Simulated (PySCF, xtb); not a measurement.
C₄H₁₀Si₂, SMILES [SiH2]([SiH2]CC)C#C.

GFN2-xTB (xtb) at its own geometry gives an orbital gap of 4.14 eV and a dipole moment of 0.48 D.

The structure is a stationary point at B3LYP-D3(BJ)/def2-SVP. The structure was generated by enumeration, and PubChem lists no compound with its InChIKey, so it may never have been made. One conformer was computed; it need not be the lowest.

Q: What does PBE/def2-TZVP run with PySCF give? (An estimate is asked for; the answer gives what the named calculation found.)

A: gap 5.33 eV (levels -6.50 and -1.17 eV), dipole 1.21 D.
